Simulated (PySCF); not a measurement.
This PySCF input asks for the NMR shieldings of SMILES BC(B)CC(F)(F)F, C$_{3}$H$_{7}$B$_{2}$F$_{3}$; the geometry comes from GFN2-xTB.

```python
import basis_set_exchange as bse
import numpy as np
from pyscf import gto, dft
from pyscf.prop import nmr

atoms = """
B    -0.830775    1.481749    0.209186
C    -0.549711   -0.057641    0.384661
B    -1.962182   -0.730678    0.238284
C     0.529640   -0.630090   -0.546681
C     1.899301   -0.103037   -0.176116
F     2.006135    1.230771   -0.273194
F     2.867424   -0.613737   -0.958995
F     2.239835   -0.414428    1.087594
H    -0.624201    2.001679   -0.815720
H    -1.287249    2.089487    1.094218
H    -0.244093   -0.220692    1.423568
H    -2.779801   -0.531099    1.046150
H    -2.196107   -1.419017   -0.676084
H     0.586700   -1.718726   -0.473748
H     0.340670   -0.356553   -1.585036
"""
names = dict.fromkeys(["B", "C", "F", "H"], "pcSseg-1")
basis = {el: gto.basis.parse(bse.get_basis(n, elements=[el], fmt="nwchem")) for el, n in names.items()}
mol = gto.M(atom=atoms, basis=basis, charge=0, verbose=0)
mf = dft.RKS(mol, xc="PBE0")
mf.grids.level = 2
mf.grids.alignment = dft.numint.BLKSIZE   # the property module wants whole blocks of grid points
mf.conv_tol = 1e-9
mf.kernel()

calc = nmr.RKS(mf)   # GIAO
C = mf.mo_coeff
Co = C[:, mf.mo_occ > 0]
resp = mf.gen_response(singlet=True, hermi=2)
def vind(x):   # induced exchange potential for any number of trial vectors
    d = np.einsum("pi,xij,qj->xpq", C, 2 * x.reshape(-1, C.shape[1], Co.shape[1]), Co, optimize=True)
    return np.einsum("xpq,pi,qj->xij", resp(d - d.transpose(0, 2, 1)), C, Co, optimize=True).ravel()
mo1, _ = nmr.rhf.solve_mo1(calc, with_cphf=vind)
sigma = calc.kernel(mo1)
for i, s in enumerate(sigma):   # ppm
    w = np.linalg.eigvalsh((s + s.T) / 2)
    print("%2d %-2s iso %8.1f  s11 %8.1f  s22 %8.1f  s33 %8.1f" % (i, mol.atom_pure_symbol(i), w.mean(), *w))
```

Q: What does it print?

A: 
```
 0 B  iso     12.2  s11    -61.5  s22    -28.8  s33    126.8
 1 C  iso    115.4  s11     28.2  s22    131.3  s33    186.9
 2 B  iso     11.2  s11    -66.0  s22    -30.0  s33    129.6
 3 C  iso    143.5  s11    125.7  s22    142.1  s33    162.6
 4 C  iso     50.1  s11     45.4  s22     47.4  s33     57.5
 5 F  iso    264.5  s11    175.6  s22    269.7  s33    348.3
 6 F  iso    252.3  s11    160.0  s22    253.2  s33    343.5
 7 F  iso    258.5  s11    167.7  s22    262.6  s33    345.3
 8 H  iso     24.0  s11     15.1  s22     26.8  s33     30.0
 9 H  iso     23.4  s11     16.1  s22     26.4  s33     27.8
10 H  iso     27.6  s11     22.8  s22     28.5  s33     31.6
11 H  iso     23.5  s11     15.8  s22     27.1  s33     27.5
12 H  iso     23.8  s11     15.0  s22     27.4  s33     29.0
13 H  iso     28.9  s11     25.5  s22     28.1  s33     33.2
14 H  iso     28.4  s11     25.1  s22     27.0  s33     33.0
```

These numbers come from an equivalent density-fitted implementation of the same equations, which agrees with the script to about 0.01 ppm for H and up to a few tenths of a ppm for heavy atoms, so last digits may differ.

Size and cost of the density-fitted run: 171 basis functions, 84 s wall time on 1 thread of an Intel Xeon, shared host; peak memory 0.76 GiB.
